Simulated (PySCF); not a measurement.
# Exercise with solution: oscillator strength and radiative lifetime

C2H8FNSi2, SMILES C=C[Si@@H](F)N[SiH3].

Geometry: B3LYP-D3(BJ)/def2-SVP. The structure was generated by enumeration; whether it is a known compound was not checked. The values are those of a single conformer.

TDDFT-B3LYP/def2-SVPD (PySCF 2.14.0) puts the first singlet state with f over 0.02 at 6.46 eV (vertical), with the transition dipole (0.217, -0.191, 0.250) in atomic units.

**Question.** Find the oscillator strength, the wavelength and the radiative lifetime that this transition would have in vacuum if emission retraced absorption.

**Answer.** 
|μ|² = 0.1461 au, so |μ| = 0.97 D. ΔE = 6.46/27.211 = 0.2374 hartree. f = (2/3) ΔE |μ|² = 0.023 (the program prints 0.023).
λ = 1239.84/6.46 = 192 nm; ν = 52103 cm⁻¹.
Einstein's coefficient A = 0.6670 ν² f s⁻¹ (ν in cm⁻¹) = 4.2e7 s⁻¹, so τ = 1/A = 24 ns. This state is S2; the lower singlet has f = 0.002. The figure is the radiative limit of this one transition; relaxation, internal conversion, crossing to triplets and a medium change what is measured.
